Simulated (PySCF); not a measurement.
Compound: C₆H₆FN.
SMILES with atom numbers: `[CH2:1]=[C:2]([F:3])[CH2:4]/[CH:5]=[CH:6]\[C:7]#[N:8]` (hydrogens: H9, H10 on C1; H11, H12 on C4; H13 on C5; H14 on C6)

Method: TDDFT PBE0/def2-SVPD, vertical, gas phase, core orbitals frozen in the response (PySCF 2.14.0, density-fitted response routines). Isolated species at its PBE0-D3(BJ)/def2-SVP geometry (one conformer only). Torsions of this conformer, `[CH2:1]=[C:2]([F:3])[CH2:4]/[CH:5]=[CH:6]\[C:7]#[N:8]`: C1–C2–C4–C5 120°, C2–C4–C5–C6 -129°.

Kohn–Sham orbitals with the atoms that hold most of them (Löwdin shares over 4%, at most four atoms; ? is withheld):

```csv
orbital,ε (eV),atoms
LUMO+2,0.29,"N8 21%, C7 18%, C6 16%, H14 14%"
LUMO+1,0.00,"C2 32%, C1 30%, F3 7%, H10 7%"
LUMO,?,?
HOMO,-7.84,"C1 40%, C2 32%, F3 12%, C4 4%"
HOMO-1,-8.23,?
HOMO-2,-9.80,"N8 48%, C7 37%, C6 7%"
HOMO-3,-10.49,"N8 74%, C7 16%"
```

Question: Which atoms hold the HOMO-1, and with what shares?

Answer: C6 (bonded to 2 C and H) 26%; C5 (bonded to 2 C and H) 26%; N8 (bonded to C) 21%; C7 (bonded to C and N) 13%. By element: carbon 65% or more, nitrogen 21%.

Question: Give the leading atoms of the LUMO.

Answer: C5 (bonded to 2 C and H) 31%; C6 (bonded to 2 C and H) 22%; N8 (bonded to C) 15%; C7 (bonded to C and N) 13%. By element: carbon 66% or more, nitrogen 15%.

Question: What is the LUMO energy, and the HOMO–LUMO gap?

Answer: ε(LUMO) = -1.71 eV; the gap is 6.13 eV (0.2253 hartree).

Question: The HOMO–LUMO gap is 6.13 eV. Where does the response calculation put the lowest singlet, and from which orbitals?

Answer: S1 is at 5.11 eV (f = 0.010), 1.02 eV below the gap, made of HOMO→LUMO (99%). 

Question: One configuration dominates each of S1, S2 and S3. Which, and how do the shares of the two leading atoms of either orbital change from the occupied to the empty one?

Answer: 
- S1 (5.11 eV, f 0.010), HOMO→LUMO (99%): C1 40% → at most 13%, C2 32% → at most 13%, C5 at most 5% → 31%, C6 at most 5% → 22%
- S2 (6.10 eV, f 0.380), HOMO-1→LUMO (90%): C6 26% → 22%, C5 26% → 31%
- S3 (6.31 eV, f 0.0019), HOMO-2→LUMO (94%): N8 48% → 15%, C7 37% → 13%, C5 at most 4% → 31%, C6 7% → 22%

Löwdin shares depend on the basis, the more so with diffuse functions.
